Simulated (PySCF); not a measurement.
# Field gradients at the hydrogen positions

C4H9F3N2.
SMILES with atom numbers: `[CH3:1][NH:2][N:3]([CH3:4])[CH2:5][C:6]([F:7])([F:8])[F:9]` (hydrogens: H10, H11, H12 on C1; H13 on N2; H14, H15, H16 on C4; H17, H18 on C5)

Structure used (GFN2-xTB), in Å, numbered top down from 1:
```
atom  x, y, z in Å
C1    -2.345    0.538    0.252
N2    -1.200    0.762   -0.606
N3    -0.110   -0.073   -0.267
C4    -0.131   -1.374   -0.907
C5     1.131    0.649   -0.460
C6     2.209    0.169    0.502
F7     1.770    0.030    1.755
F8     3.234    1.039    0.544
F9     2.747   -1.011    0.151
H10   -3.079    1.312    0.039
H11   -2.010    0.634    1.283
H12   -2.819   -0.444    0.127
H13   -1.461    0.657   -1.590
H14    0.652   -1.999   -0.487
H15   -1.090   -1.846   -0.704
H16    0.012   -1.304   -1.997
H17    1.542    0.567   -1.481
H18    0.940    1.700   -0.233
```

Level: PBE0/pcSseg-1 (PySCF, non-relativistic); Q(2H) = 0.00286 b; rigid geometry, the same for H and D, with no vibrational averaging.

Question: Rank these positions by the coupling χzz of a deuteron there, largest first.
A. H17 (methylene hydrogen)
B. H12 (methyl hydrogen)
C. H13 (N–H hydrogen)
D. H16 (methyl hydrogen)
E. H10 (methyl hydrogen)

Answer: C (247 kHz), E (208 kHz), B (197 kHz), D (192 kHz), A (185 kHz).

Tabulate Vzz, the asymmetry η and χzz = 234.96 MHz × Q × Vzz for every hydrogen position.

| atom | bonded to | bond length (Å) | Vzz (au) | η | χzz (kHz) |
| --- | --- | --- | --- | --- | --- |
| H10 | C1 | 1.088 | 0.3102 | 0.05 | 208 |
| H11 | C1 | 1.088 | 0.3084 | 0.05 | 207 |
| H12 | C1 | 1.098 | 0.2927 | 0.07 | 197 |
| H13 | N2 | 1.023 | 0.3679 | 0.21 | 247 |
| H14 | C4 | 1.087 | 0.3061 | 0.06 | 206 |
| H15 | C4 | 1.088 | 0.3086 | 0.06 | 207 |
| H16 | C4 | 1.101 | 0.2857 | 0.06 | 192 |
| H17 | C5 | 1.104 | 0.2748 | 0.06 | 185 |
| H18 | C5 | 1.092 | 0.2911 | 0.03 | 196 |

Average by the element that carries the hydrogen.

on C: 200 kHz over 8 positions, mean bond length 1.093 Å; on N: 247 kHz over 1 position, mean bond length 1.023 Å.

How does χzz go with the bond length over the 8 C–H bonds?

A straight-line fit has a slope of -12.4 kHz for each 0.01 Å, with a correlation coefficient of -0.94, over lengths from 1.087 to 1.104 Å. The longer bonds have the smaller couplings here.

Give the 2H NMR doublet splittings at H10 for a magnetic field along the z, y and x axes of the gradient: 3χ/2, 3χ(1 + η)/4, 3χ(1 − η)/4.

With |χ| = 208.4 kHz and η = 0.053: 313, 165 and 148 kHz, to first order and without motion.

One conformer (not necessarily the lowest) at the GFN2-xTB geometry, without solvent, vibrations or thermal averaging. GFN2-xTB bond lengths can be off by several hundredths of an ångström, more for odd bonds, and the gradients follow them. The small basis limits the accuracy of the gradients.
